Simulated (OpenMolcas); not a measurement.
## Cu IV: effect of the active space

```
Program             : OpenMolcas
Method              : SS-CASPT2, IPEA 0.25 Eh, imaginary shift 0.1 Eh
Basis               : ANO-RCC-VQZP
Scalar Hamiltonian  : DKH2, point nucleus
Spin-orbit coupling : state interaction with AMFI integrals over the reference wave functions, term energies averaged over their components
```

A. 8 electrons in 5 orbitals (3d); 2S+1 = 3 even, 10 roots; 2S+1 = 1 even, 15 roots; closed shells correlated: 3s 3p; CASPT2 step roughly 10 core-seconds
B. 8 electrons in 10 orbitals (3d 4d); 2S+1 = 3 even, 10 roots; 2S+1 = 1 even, 15 roots; closed shells correlated: 3s 3p; CASPT2 step roughly 11 core-minutes

Energies in cm-1 above 3d8 3F4, the measured ground level; measured values from Sugar and Musgrove, J. Phys. Chem. Ref. Data 19, 527 (1990).

```csv
Level,A,B,Measured
3d8 3F4,0.0,0.0,0.0
3d8 3F3,1841,1832,1861
3d8 3F2,3040,3030,3078
3d8 1D2,15490,15850,16248
3d8 3P2,19760,19730,19697
3d8 3P1,20220,20120,20097
3d8 3P0,20550,20450,20423
3d8 1G4,26730,27100,26913
3d8 1S0,61170,61500,61456
```

Deviations, from unrounded energies. A percentage is the sum of absolute deviations over the sum of measured energies, with the sign that they share, or ± where signs differ.

| Against measurement | Levels | A | B |
| --- | --- | --- | --- |
| mean absolute deviation (cm-1) | 8 | 200 | 98 |
| fine structure of the ground term (%) | 2 | -1.1 | -1.5 |
| other terms of the ground configuration (%) | 6 | ±0.9 | ±0.4 |

B lies closest to measurement on these levels. The largest miss of B in the table is 3d8 1D2, by -400 cm-1. The ranking rests on the paired levels alone, and a cruder setting can come out closer through cancelling errors.

The two smallest mean deviations differ by little beside CASPT2's spread within terms, so their order carries little weight.

Between A and B the level of the table that moves most is 3d8 1G4, by 370 cm-1 (lowest in A, highest in B). Moves below CASPT2's spread within the term are not significant.

CASPT2 breaks the degeneracy within a term, and the mean is taken; among the terms shown or strongly mixed into the levels shown the widest spread is 860 cm-1 (3d8 3F, A). Active for correlation alone: 4d; no level in the range computed is led by a configuration that fills it, so any true level of that kind is missing (holds for B). Computed and measured levels are paired by configuration, term and J; levels that our copy of the source lacks, or whose pairing is in doubt (as where it misses far off the trend of its configuration), stay unpaired and out of the deviations. Only configurations of the active space appear.
